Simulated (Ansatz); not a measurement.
`F[CH]([SiH3])[ZnH]` + `N[SiH3]` → `[SiH3]N[SiH3]` + `F[CH2][ZnH]`  (ligand exchange at the Si–C bond)

Calculated with Ansatz (gas phase, PBE0-D4/def2-TZVP geometries, no zero-point term in ΔE). CCSD(T)/CBS adds triple-zeta CCSD(T) − MP2 to the extrapolated MP2 energy (def2 sets, frozen cores). This one scheme is used for every species. For Zn outer-core shells are correlated without core-valence functions, which leaves a few kJ/mol of doubt a bond. Scalar relativity is left out up to krypton.

```json
{"species": "`F[CH]([SiH3])[ZnH]`", "CCSD(T)/CBS(def2) energy (Eh)": "-2208.26193"}
{"species": "`N[SiH3]`", "CCSD(T)/CBS(def2) energy (Eh)": "-346.80422"}
{"species": "`[SiH3]N[SiH3]`", "CCSD(T)/CBS(def2) energy (Eh)": "-637.10515"}
{"species": "`F[CH2][ZnH]`", "CCSD(T)/CBS(def2) energy (Eh)": "-1917.98456"}
```

**Question.** Work out ΔE.

**Answer.** ΔE = (-637.10515) + (-1917.98456) − (-2208.26193) − (-346.80422) = -0.02356 Eh = -14.8 kcal/mol.

Largest T1 diagnostic among the species: 0.015.

From BLYP to BHLYP (50 % exact exchange), in def2-TZVPP and without D4, ΔE moves by −2.5 kcal/mol. Leaving LDA and LC-ωPBE aside and taking each functional with its dispersion term where it has one, the values, not all of them listed here, spread over 4.0 kcal/mol, from BHLYP-D4 to PBE-D4.
